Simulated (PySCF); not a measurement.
# Spin states of GaH

Unrestricted PBE0; PySCF, spin-free X2C with a Gaussian nucleus, basis sets Ga jorge-DZP-DKH, H jorge-DZP-DKH. Outer shells of the fragments: Ga 3d10 4s2 4p1; H 1s1.

Followed along the bond (rough minima from three points):

```tsv
2Ms+1	unpaired	⟨S²⟩ at the start	R at minimum (Å)	Te (eV)
1	none	0.00	1.67	0.00
3	σ ↑, π ↑	2.00	1.59	2.08
```

Solutions found at the starting distance of 1.525 Å, counted from the lowest of them; the search is not exhaustive and high or unbound solutions are not listed, so other states can lie among these:

```
2Ms+1  unpaired   term  E (eV)  ⟨S²⟩  ⟨Lz²⟩  μ (D)
    1      none    ¹Σ⁺    0.00  0.00   0.00   0.15
    3  σ ↑, π ↑     ³Π    1.99  2.00   1.00  -0.21
    1  σ ↑, π ↓  mixed    2.38  1.01   1.00   0.12
    3      π ↑↑    ³Σ⁻    5.56  2.09   0.00  -0.61
    1      π ↑↓  mixed    6.00  1.00   2.00  -0.70
    3      σ ↑↑    ³Σ⁺    6.08  2.00   0.00  -0.08
    1      none  mixed    6.74  0.00   2.00  -0.72
```

A term symbol is given only where ⟨S²⟩ and ⟨Lz²⟩ are close to those of a pure state; real π, δ and φ orbitals otherwise mix terms. A positive dipole means Ga(−)H(+).

Question: Compare the gap between the two lowest followed solutions at the starting distance with the gap between their minima.

Answer: At PBE0 the second solution (triplet, unpaired electrons σ ↑, π ↑) lies +1.99 eV from the first (singlet, closed shell) at 1.525 Å and +2.08 eV at the minima; the two curves relax by different amounts, since their minima lie near 1.59 and 1.67 Å.

Counting both spins, an empty level lies below a filled one in some of these solutions, because spin and occupation are held.
